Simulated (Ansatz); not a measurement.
A CCSD(T) single point on `F[CH2][GeH2][Cl]`.

```yaml
crystal:
  periodic: [false, false, false]
  atoms:
    - {symbol: F, position_ang: [-1.316349, 0.416362, 1.388639]}
    - {symbol: C, position_ang: [-0.474396, 0.845281, 0.382668]}
    - {symbol: Ge, position_ang: [0.603809, -0.651963, -0.304604]}
    - {symbol: Cl, position_ang: [-0.699394, -1.928487, -1.451412]}
    - {symbol: H, position_ang: [-1.076771, 1.273053, -0.423292]}
    - {symbol: H, position_ang: [0.182959, 1.623737, 0.783907]}
    - {symbol: H, position_ang: [1.687044, -0.135979, -1.263759]}
    - {symbol: H, position_ang: [1.185297, -1.499202, 0.832152]}
basis:
  gaussian: {orbitals: def2-TZVPP}
correlation: {method: ccsd_t}
```

```sh
$ ansatz run in.yaml --threads 4 --pin off --events-out ev --progress --plain --max-ram 10444MiB
```

The program prints (abridged):

```
Functional definition: HF
  name "HF"
  cite "Fock, Z. Phys. 61, 126 (1930) doi:10.1007/BF01340294"
  parent pbe
  exchange = exact_x
  correlation = 0
1272 factors; integrals over basis functions are off by at most 9.4e-4 eV
mean field evaluation 1: about -72777.6828 eV, gradient 2.6e1 eV
mean field evaluation 2: about -72777.8352 eV, gradient 2.7e1 eV
mean field evaluation 4: about -72779.6439 eV, gradient 3.3e0 eV
mean field evaluation 8: about -72779.6770 eV, gradient 1.9e-1 eV
mean field -72779.67716474 eV, -2674.6038039671 hartree, gradient 2.5e-6 eV, S^2 0.000000; 0 other end points of the search recorded, 0 dependent functions left out
16 core orbitals not correlated: weight in the atoms' cores, before any rotation towards them, 1.000 or more for the frozen orbitals, at most 0.000 for the correlated occupied ones
reference -72779.67716474 eV, -2674.6038039671 hartree; 18, 18 occupied and 174, 174 virtual orbitals, 1272 factors
second order -23.56153865 eV of doubles, -0.00000000 eV of singles
cycle   1  -23.80896171 eV  change   -2.5e-1 eV  update   1.0e-1
cycle   2  -24.40876768 eV  change   -6.0e-1 eV  update   2.9e-2
cycle   3  -24.51264038 eV  change   -1.0e-1 eV  update   1.4e-2
cycle   4  -24.50118701 eV  change    1.1e-2 eV  update   3.0e-3
cycle   5  -24.49952404 eV  change    1.7e-3 eV  update   1.3e-3
cycle   6  -24.50010979 eV  change   -5.9e-4 eV  update   3.6e-4
cycle   7  -24.49998449 eV  change    1.3e-4 eV  update   1.4e-4
cycle   8  -24.49993673 eV  change    4.8e-5 eV  update   4.4e-5
cycle   9  -24.49995123 eV  change   -1.4e-5 eV  update   1.7e-5
perturbative correction -0.87598420 eV, -0.0321918254 hartree
Total energy: -72805.05310016 eV, -2675.5363523935 hartree
```

Hardware: 4 threads of an Arm Neoverse V1 on a shared host. Wall time 99 s, peak host memory 2.9 GiB.

MP2 recovers 92.8 % of the CCSD(T) correlation energy and the triples give 3.5 %; T1 = 0.0105.
